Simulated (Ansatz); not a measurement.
C₈H₂₄Si₃⁺, that is SiMe2(SiMe3)2 with one electron fewer. Total charge 1; doublet. Geometry PBE-D4/def2-SVP, that of the neutral singlet; atoms count from 1.

```tsv
atom	x (Å)	y (Å)	z (Å)
Si1	-0.9017	-0.2367	0.3725
C2	-1.9785	0.9163	1.4519
H3	-1.4801	1.8946	1.6099
H4	-2.1695	0.4673	2.4490
H5	-2.9605	1.1077	0.9709
C6	-1.8214	-1.8940	0.1273
H7	-2.0201	-2.3857	1.1024
H8	-1.2242	-2.5942	-0.4920
H9	-2.7962	-1.7376	-0.3803
Si10	1.1539	-0.6063	1.4696
C11	2.4254	-1.3571	0.2692
C12	1.8229	1.0474	2.1310
C13	0.9055	-1.8008	2.9302
H14	3.3777	-1.5829	0.7940
H15	2.6541	-0.6576	-0.5612
H16	2.0518	-2.3016	-0.1775
H17	1.9676	1.7813	1.3119
H18	1.1211	1.4945	2.8651
H19	2.8003	0.9045	2.6388
H20	0.1728	-1.3964	3.6588
H21	0.5299	-2.7857	2.5838
H22	1.8617	-1.9717	3.4692
Si23	-0.5291	0.7638	-1.7308
C24	0.7070	2.2018	-1.5706
C25	0.1723	-0.5311	-2.9348
C26	-2.1667	1.4335	-2.4321
H27	0.8502	2.7112	-2.5471
H28	1.6988	1.8414	-1.2279
H29	0.3521	2.9591	-0.8413
H30	1.1262	-0.9561	-2.5615
H31	-0.5397	-1.3705	-3.0749
H32	0.3655	-0.0804	-3.9313
H33	-2.9129	0.6211	-2.5515
H34	-2.6061	2.2012	-1.7624
H35	-2.0101	1.8999	-3.4281
```

Problem. Estimate the Mulliken populations of the heavy atoms from the PBE0/def2-SVP orbitals of Ansatz.

Solution. 
```json
{"atom": "Si1", "charge (e)": "0.19", "spin (α − β)": "0.35"}
{"atom": "C2", "charge (e)": "-0.33", "spin (α − β)": "-0.01"}
{"atom": "C6", "charge (e)": "-0.33", "spin (α − β)": "-0.01"}
{"atom": "Si10", "charge (e)": "0.36", "spin (α − β)": "0.20"}
{"atom": "C11", "charge (e)": "-0.33", "spin (α − β)": "0.01"}
{"atom": "C12", "charge (e)": "-0.32", "spin (α − β)": "0.02"}
{"atom": "C13", "charge (e)": "-0.31", "spin (α − β)": "0.05"}
{"atom": "Si23", "charge (e)": "0.36", "spin (α − β)": "0.20"}
{"atom": "C24", "charge (e)": "-0.33", "spin (α − β)": "0.01"}
{"atom": "C25", "charge (e)": "-0.31", "spin (α − β)": "0.02"}
{"atom": "C26", "charge (e)": "-0.31", "spin (α − β)": "0.05"}
```
Mulliken values depend strongly on the basis.

Problem. Where does the spin sit?

Solution. Summed by element: Si 0.74, C 0.13, H 0.12, of 1 unpaired in all. Largest on single atoms: Si1 0.35, Si23 0.20, Si10 0.20.

Problem. And the Mayer bond orders between heavy atoms (over 0.3)?

Solution. Si1–C2 1.08 (1.91 Å); Si1–C6 1.08 (1.91 Å); Si1–Si10 0.72 (2.36 Å); Si1–Si23 0.72 (2.36 Å); Si10–C11 1.05 (1.90 Å); Si10–C12 1.05 (1.90 Å); Si10–C13 1.05 (1.90 Å); Si23–C24 1.05 (1.90 Å); Si23–C25 1.05 (1.90 Å); Si23–C26 1.05 (1.90 Å).
